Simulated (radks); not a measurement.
Values are calculated unless marked as measured or tabulated.
Gd15+, configuration [Kr] 4d10 4f3.

Code: a radial shooting solver on a logarithmic mesh with Libxc functionals. Model: scalar-relativistic Kohn-Sham, r2SCAN, spin-polarised, spherical densities, finite nucleus; open shells are filled with parallel spins first (spin-orbit coupling, left out, can overturn this in heavy ions); meta-GGA in the generalised Kohn-Sham scheme; Fermi nuclear charge, rms radius 5.1569 fm.

Energy parts (hartree):
total: -11200.9205
kinetic: 12031.3839
electron-nucleus: -26747.7316
Hartree: 3753.6983
exchange-correlation: -238.2712

Orbitals (lengths in bohr, moments of r in powers of bohr; r(max) is where P^2 peaks):
orbital  occ.  eigenvalue (hartree)      <r^2>      <r>  <1/r>   r(max)
1s up       1             -1855.349  0.0006551  0.02191  71.64  0.01392
1s down     1             -1855.350  0.0006551  0.02191  71.64  0.01392
2s up       1             -316.7693    0.01027  0.09326  16.63  0.07897
2s down     1             -316.7696    0.01027  0.09326  16.63  0.07897
2p up       3             -283.0416   0.008286  0.08238  15.52  0.06395
2p down     3             -283.0417   0.008285  0.08238  15.52  0.06395
3s up       1             -79.53404    0.06798   0.2439  6.118   0.2240
3s down     1             -79.45164    0.06789   0.2437  6.123   0.2239
3p up       3             -69.02891    0.06821   0.2426  5.745   0.2198
3p down     3             -68.94655    0.06809   0.2424  5.750   0.2198
3d up       5             -55.15829    0.05741   0.2211  5.441   0.1803
3d down     5             -55.09426    0.05726   0.2208  5.446   0.1802
4s up       1             -24.98312     0.3326   0.5437  2.614   0.5120
4s down     1             -24.80968     0.3332   0.5442  2.610   0.5120
4p up       3             -21.42750     0.3683   0.5704  2.423   0.5325
4p down     3             -21.25623     0.3691   0.5709  2.420   0.5325
4d up       5             -16.47294     0.4179   0.6034  2.183   0.5477
4d down     5             -16.29959     0.4190   0.6042  2.179   0.5478
4f up       3             -10.97509     0.4872   0.6450  1.854   0.5202
4f down     0             -10.78940     0.4905   0.6468  1.851   0.5209

The highest occupied level is 4f up at -298.65 eV. The spin density at the nucleus is -7.77 e/bohr^3 (1s 0.05, 2s -0.48, 3s -13.43, 4s 6.09).
